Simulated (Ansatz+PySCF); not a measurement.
singlet TiO2: levels of theory in one basis

| atom | x (Å) | y (Å) | z (Å) |
| --- | --- | --- | --- |
| Ti | -0.0424 | 0.0219 | -0.3737 |
| O | -0.0202 | 1.3567 | 0.5682 |
| O | -0.0139 | -1.3736 | 0.5339 |

Basis set: def2-SVP (spherical functions). Frozen core: 7 orbitals. Charge 0, multiplicity 1.

Computed with Ansatz (development build ahead of 0.2.0); each method stands on the lowest determinant of its kind that the runs found.

| method | E − E(RHF) (eV) | <S²> of the determinant |
| --- | --- | --- |
| RHF | 0.00 | 0.00 |
| UHF | -0.21 | 1.09 |
| RHF-MP2 | -20.45 | – |
| RHF-CCSD(T) | -20.27 | – |

(1) What does RHF-CCSD give on the same scale?

(2) Is a single determinant a sound starting point here?

Answers

(1) -18.83 eV.

(2) It is doubtful. Unrestricted orbitals gain 0.21 eV with <S²> 1.09 against 0.00 for a pure state, but the cluster amplitudes or the share of triples are large.

Caution: another spin multiplicity may lie lower. Caution for UHF: the unrestricted determinant is a mixture of spin states. Caution for RHF-MP2, RHF-CCSD, RHF-CCSD(T): large share of triples, a single reference is doubtful.
